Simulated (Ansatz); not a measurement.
Compare A (`FCC#CC(F)F`) with its isomer B (`F/C=C/C(F)=C\F`).

Computed with Ansatz on PBE0-D4/def2-TZVP structures; ΔE is electronic, products minus reactants. CCSD(T)/CBS is the MP2 limit (def2-TZVPP, def2-QZVPP) plus CCSD(T) − MP2 in def2-TZVPP, frozen cores. DFT in def2-TZVPP. B3LYP here is the variant with VWN-RPA as its local correlation; programs differ in this. One conformer a species, not always the lowest.

Question: Which is lower in electronic energy at CCSD(T)/CBS, and by how much? (Estimate.)

Answer: Computed: B, by 44.6 kJ/mol.

Question: Give E(B) − E(A) in kJ/mol with CCSD(T)/def2-SVP, B3LYP-D4, B3LYP, PBE0-D4, HF/def2-TZVPP, BLYP-D4, r2SCAN-D4. (An estimate is asked.)

Answer: Ansatz gave: CCSD(T)/def2-SVP -50.0, B3LYP-D4 -59.9, B3LYP -56.3, PBE0-D4 -62.1, HF/def2-TZVPP -32.8, BLYP-D4 -64.9, r2SCAN-D4 -66.0. None reverses the order clearly.

Question: Does the order hold for the free energy at 298.15 K (harmonic terms from PBE0-D4)? (Best estimate.)

Answer: Computed: Yes: G(B) − G(A) = -40.2 kJ/mol, for one conformer each. Modes under 60 cm⁻¹, often nearly free rotors, make the harmonic entropy too high.

Largest T1 diagnostic: 0.013.

At CCSD(T), def2-SVP lies −5.4 kJ/mol from the extrapolated value and def2-TZVPP +1.2 kJ/mol. From BLYP to BHLYP (50 % exact exchange), in def2-TZVPP and without D4, E(B) − E(A) moves by +10.0 kJ/mol.
